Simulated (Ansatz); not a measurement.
Consider the hydrogenolysis of the Si–Al bond: `N[SiH]([AlH2])[SiH3]` + H₂ → `N[SiH2][SiH3]` + `[AlH3]`.

Computed with Ansatz on PBE0-D4/def2-TZVP structures; ΔE is electronic, products minus reactants. CCSD(T)/CBS adds triple-zeta CCSD(T) − MP2 to the extrapolated MP2 energy (def2 sets, frozen cores). This one scheme is used for every species. Functionals use def2-TZVPP. B3LYP here is the variant with VWN-RPA as its local correlation; programs differ in this. One conformer a species, not always the lowest.

(1) Is it downhill or uphill in electronic energy at CCSD(T)/CBS, and by how much? (Best estimate.)

(2) What do these levels give: r2SCAN-D4, PBE0-D4, B3LYP-D4, ωB97X-V, B2PLYP, PBE, r2SCAN, CCSD/def2-TZVPP, CCSD(T)/def2-TZVPP, HF/def2-QZVPP, SCS-MP2/def2-QZVPP, MP2/CBS(def2)? (Estimate.)

Largest T1 diagnostic among the species: 0.013.

## Answers

(1) Ansatz gave: Downhill: ΔE = -0.21 eV.

(2) Computed: r2SCAN-D4 -0.13, PBE0-D4 -0.11, B3LYP-D4 -0.22, ωB97X-V -0.27, B2PLYP -0.30, PBE -0.08, r2SCAN -0.15, CCSD/def2-TZVPP -0.30, CCSD(T)/def2-TZVPP -0.24, HF/def2-QZVPP -0.58, SCS-MP2/def2-QZVPP -0.31, MP2/CBS(def2) -0.22 eV.

In def2-TZVPP, CCSD(T) changes the Hartree–Fock value by +0.34 eV (the triples alone add +0.06 eV) and MP2 by +0.33 eV. The D4 term adds +0.09 eV with B3LYP and +0.05 eV with PBE0; it sums over pairs of atoms, weighted by their polarisabilities, and B3LYP, whose exchange is more repulsive, gets the larger term. From PBE to PBE0 (25 % exact exchange), in def2-TZVPP and without D4, ΔE moves by −0.08 eV.
